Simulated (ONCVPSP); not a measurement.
**What one change does to a pseudopotential (V, ONCV)**

```json
{"Element": "V (Z = 23)", "Generator": "ONCVPSP 4.0.1", "Type": "optimised norm-conserving Vanderbilt (ONCV)", "Functional": "LDA (Perdew-Zunger)", "Relativity": "scalar-relativistic", "Frozen core": "[Ne]", "Valence charge": "13", "Reference configuration": "3s2 3p6 3d3 4s2", "Partial waves": "3s+4s: rc 1.75 bohr, ncon 3, nbas 8, qcut 5.6 1/bohr, 2 projectors; 3p: rc 1.65 bohr, ncon 4, nbas 8, qcut 9.3 1/bohr, 2 projectors, debl 2 Ha; 3d: rc 1.50 bohr, ncon 4, nbas 9, qcut 9.8 1/bohr, 3 projectors, debl 0.3 Ha", "Local potential": "polynomial inside 1.20 bohr (lpopt 5, dvloc0 -1 Ha)", "Core correction": "Teter function fitted to the true core (icmod 2), fcfact 0.15"}
```

All-electron outer shells of the reference configuration (LDA (Perdew-Zunger), scalar-relativistic, ld1.x):

| shell | level (eV) | outermost node (bohr) | outermost maximum (bohr) |
| --- | --- | --- | --- |
| 2p | -502.84 | – | 0.21 |
| 3s | -69.83 | 0.38 | 0.82 |
| 3p | -43.95 | 0.35 | 0.84 |
| 3d | -5.38 | – | 0.88 |
| 4s | -4.85 | 1.17 | 2.72 |

Change: s: qcut 4.9.

Cutoffs: the cutoffs (Ha) at which the residual kinetic energy of the hardest occupied pseudo-wave falls to 1 and 0.1 mHa per electron; they do not see the model core or the augmentation charge, which bear on the density cutoff. Errors are all-electron minus pseudo energies relative to the spin-unpolarised reference configuration.

Q: What does the change do?

A: The potential gets neither clearly harder nor softer (38 Ha and 43 Ha → 38 Ha and 43 Ha); the errors of the 4 common tests hardly move; neither file shows a bound ghost.

```csv
quantity,base,changed
"cutoff, loose",38 Ha,38 Ha
"cutoff, tight",43 Ha,43 Ha
loose cutoff by channel,"s 9.0 Ha, p 24 Ha, d 38 Ha","s 8.8 Ha, p 24 Ha, d 38 Ha"
bound ghosts,none,none
GHOST(+) flags under 300 eV,none,none
"error for 3s2 3p6 3d3 4s1, meV [ΔE 7.94 eV]",-0.3,-0.1
"error for 3s2 3p6 3d3 4s0, meV [ΔE 22.49 eV]",-1.4,-1.1
"error for 3s2 3p6 3d2 4s0, meV [ΔE 51.64 eV]",+17,+17
"error for 3s2 3p6 3d3 4s0 4p1, meV [ΔE 12.12 eV]",-1.3,-1.1
s: phases at 1.78 bohr within 0.05 rad from the reference energy up to (Ha; the scan ends near 5),4.9,4.7
p: phases at 1.68 bohr within 0.05 rad from the reference energy up to (Ha; the scan ends near 5),to the end of the scan,to the end of the scan
d: phases at 1.52 bohr within 0.05 rad from the reference energy up to (Ha; the scan ends near 5),to the end of the scan,to the end of the scan
"rms error of d²Exc/dni dnj with the model core, mHa",0.97,0.97
```
